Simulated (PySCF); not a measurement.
Computed IR spectrum (relative IR intensity) of a molecule C₄H₉N. Coordinates come from a PBE-D3(BJ)/def2-SVP optimisation. Other conformers were not sampled. These are PBE-D3(BJ)/def2-SVP run with PySCF 2.14.0 values and carry that method's errors. Harmonic, unscaled wavenumbers; measured fundamentals usually lie a few per cent lower.

ν (cm⁻¹): 92 (vw), 321 (vw), 438 (w), 842 (w), 851 (vw), 935 (w), 1056 (vw), 1088 (w), 1093 (w), 1144 (w), 1300 (w), 1312 (w), 1337 (w), 1356 (w), 1390 (w), 1399 (w), 1408 (w), 1412 (vw), 1434 (vw), 1728 (s), 2862 (m), 2868 (vs), 2963 (w), 2974 (w), 2977 (m), 3036 (w), 3067 (m), 3075 (w), 3094 (w) (against the strongest line: vs over 80 %, s over 45 %, m over 15 %, w over 4 %, vw less)

Q: Which structure fits?
A. C=CCCN
B. NCC1CC1
C. C/C=C/CN
D. C/C=N/CC

A: D, C/C=N/CC
